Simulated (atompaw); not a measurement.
**Reading a pseudo-wave (antimony)**

Columns: radius, all-electron u(r) and pseudo u(r) of the 4p shell (level -120.10 eV) of antimony in the configuration [Ar] 3d10 4s2 4p6 4d10 5s2 5p1; PBEsol, scalar-relativistic, PAW (atompaw) scheme, atompaw 4.2.0.5.

```tsv
r (bohr)	all-electron	pseudo
0.062	0.4596	0.0146
0.123	0.0326	0.0555
0.185	-0.5196	0.1189
0.246	-0.6934	0.1974
0.308	-0.5212	0.2894
0.369	-0.1683	0.3899
0.431	0.2365	0.5012
0.492	0.5966	0.6164
0.554	0.8843	0.7315
0.615	1.0804	0.8321
0.677	1.1974	0.9110
0.738	1.2449	0.9625
0.800	1.2405	0.9940
0.862	1.1979	1.0148
0.923	1.1312	1.0261
0.985	1.0483	1.0126
1.046	0.9593	0.9559
1.108	0.8668	0.8668
1.169	0.7774	0.7774
1.231	0.6908	0.6908
1.292	0.6113	0.6113
1.354	0.5370	0.5370
1.415	0.4707	0.4707
1.477	0.4101	0.4101
1.538	0.3570	0.3570
1.600	0.3091	0.3091
```

(1) How many radial nodes do the two functions have?

(2) At about which radius was the pseudo-wave matched?

(3) Is the pseudo-wave norm-conserving?

## Answers

(1) The all-electron 4p function has n − l − 1 = 2; the pseudo-wave has 0, since the states of the same l below it are removed with the core.

(2) 1.10 bohr, where the columns begin to agree (steps of 0.06 bohr).

(3) No, it belongs to a PAW set: the norm inside the radius is not constrained, and the difference is carried by the augmentation charge.
